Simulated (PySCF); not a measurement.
# Si³⁺ (silicon, charge +3) across methods

[Ne] 3s1, 2S determinant. Calculation: PySCF 2.14, in aug-cc-pV(T+d)Z with one added diffuse shell each of s, p, d, f type (7s6p5d3f, 71 functions); no relativity, point nucleus. The B2PLYP total includes its PT2 part (frozen core); its orbital energies are those of the SCF part.

```tsv
method	E (hartree)	mean ε 2p α (eV)	mean ε 2p β (eV)	mean ε 3s α (eV)	Σ⟨r²⟩ (bohr²)	⟨S²⟩
revPBE	-287.1936	-132.19	-131.89	-40.246	6.845	0.750
B2PLYP	-287.1454	-143.17	-142.84	-42.769	6.838	0.750
r2SCAN	-287.2261	-134.22	-133.94	-40.524	6.852	0.750
UHF	-286.81985	-152.25	-151.86	-44.667	6.897	0.750
LDA	-286.0762	-132.30	-132.01	-40.425	6.825	0.750
PBE	-287.0966	-132.27	-131.94	-40.309	6.836	0.750
M06-L	-287.2474	-134.24	-134.02	-40.162	6.781	0.750
PBE0	-287.1272	-137.58	-137.24	-41.518	6.841	0.750
```

Problem. Estimate the same row for r2SCAN0.

Solution. E (hartree) = -287.2246; mean ε 2p α (eV) = -138.98; mean ε 2p β (eV) = -138.68; mean ε 3s α (eV) = -41.674; Σ⟨r²⟩ (bohr²) = 6.848; ⟨S²⟩ = 0.750.
